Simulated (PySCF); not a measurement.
B(OH)2(OSiH3) (BH5O3Si), SMILES OB(O)O[SiH3]. Heavy atoms are numbered as in [B:1]([OH:2])([OH:4])[O:6][SiH3:7]. Hydrogens are named by the atom that carries them.

The structure is a stationary point at PBE0-D3(BJ)/def2-SVP. The values are those of a single conformer.

Computed with PBE/def2-TZVP (PySCF).

Atomic charges (e), one atom of each kind:

```csv
atom,IAO,Mulliken,Löwdin
B1,0.58,0.28,-1.17
O2 (OH),(withheld),-0.37,0.21
H on O2,0.36,0.30,0.20
O6,(withheld),-0.29,0.28
Si7 (SiH3),0.83,0.27,0.21
H on Si7,(withheld),-0.04,-0.04
```

Q: What belongs in the gaps? (The exact figures need the calculation; the answer reports its results.)

A: 
- O2 (OH), IAO: -0.55
- O6, IAO: -0.63
- H on Si7, IAO: -0.13

Computed Mayer and Wiberg (Löwdin basis) orders of the bonds:
| bond | Mayer | Wiberg |
|---|---|---|
| B1–O2 | 1.36 | 1.99 |
| B1–O4 | 1.31 | 1.95 |
| B1–O6 | 1.23 | 1.85 |
| O6–Si7 | 1.14 | 1.44 |
